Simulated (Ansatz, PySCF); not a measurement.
Al(F)2(SMe) (CH3AlF2S), SMILES C[S][Al]([F])[F].

Geometry: B3LYP-D3(BJ)/def2-SVP. The structure was generated by enumeration; whether it is a known compound was not checked. The values are those of a single conformer.

Vertical ionisation energy (IE) and electron affinity (EA) in eV. Rows of orbital energies are one-electron estimates. Where ΔSCF, EOM or ADC give a negative EA the extra electron is unbound and the value depends on the basis.

```json
[
 {"level": "−ε(HOMO), −ε(LUMO), CAM-B3LYP/def2-TZVP (PySCF)", "IE": "8.98", "EA": "0.15"},
 {"level": "−ε(HOMO), −ε(LUMO), PBE/def2-TZVP (PySCF)", "IE": "6.45", "EA": "1.89"},
 {"level": "ΔSCF, PBE0/def2-SVPD (Ansatz), final states of multiplicity 2 and 2", "IE": "10.02", "EA": "-0.10"},
 {"level": "ΔSCF, PBE/def2-SVPD (Ansatz), final states of multiplicity 2 and 2", "IE": "9.92", "EA": "0.04"}
]
```

### Question
What vertical singlet–triplet gap does ΔSCF give with PBE0/def2-SVPD (Ansatz, a quantum-chemistry and plane-wave program) and with PBE/def2-SVPD (Ansatz)? (Estimate from the structure and the level; the computed values follow.)

### Answer
5.05 and 4.84 eV (triplet above singlet where positive).
